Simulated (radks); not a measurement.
Numerical settings for the cadmium ion Cd3+, [Kr] 4d9. All-electron calculation, scalar-relativistic Kohn-Sham, BLYP, spin-polarised, spherical densities, finite nucleus; open shells are filled with parallel spins first (spin-orbit coupling, left out, can overturn this in heavy ions); Fermi nuclear charge, rms radius 4.6087 fm. Program: a radial shooting solver on a logarithmic mesh with Libxc functionals. The defaults (mesh step 0.008 in ln r, mesh end at 40 bohr or more with all orbitals vanishing there, Anderson mixing 0.5 over 9 steps, residual threshold near 1e-9 with the energy settled to 1e-9 hartree or 1e-11 of itself, here a cap of 51 iterations) give E = -5592.7622 hartree and 4d at -45.286 eV in 17 iterations. Run on one thread of a shared host, so times are rough (Arm Neoverse V1): 0.21 s of CPU time, 0.21 s wall, 17 iterations on 2189 mesh points. Changes against that run (0 stands for a change within the tolerance of the run):

setting                    iterations  converged  E (mhartree)  e(4d) (meV)  CPU (s)
mesh step in ln r 0.012            15        yes             0            0     0.14
mesh step in ln r 0.05             14        yes       +0.0289     -0.00912     0.04
mesh step in ln r 0.2               4         no      diverged            -     0.02
mesh end (bohr) 8                  17        yes             0     +0.00336      0.2
mesh end (bohr) 1                  32         no      diverged            -     0.91
residual threshold 1e-05           12        yes             0       -0.053     0.17
residual threshold 1e-13           51         no             0            0     0.37
mixing 0.01                        45        yes             0            0     0.45
linear mixing, mixing 0.2          51         no     +0.000402       -0.204     0.58
linear mixing, mixing 0.8          22         no      diverged            -     0.32
mixing history 2                   29        yes             0            0      0.3
iteration cap 8                     8         no     -0.000748        -1.29     0.12

No run marked as converged misses the energy by more than 1 mhartree. A mesh that ends early acts as a hard wall.
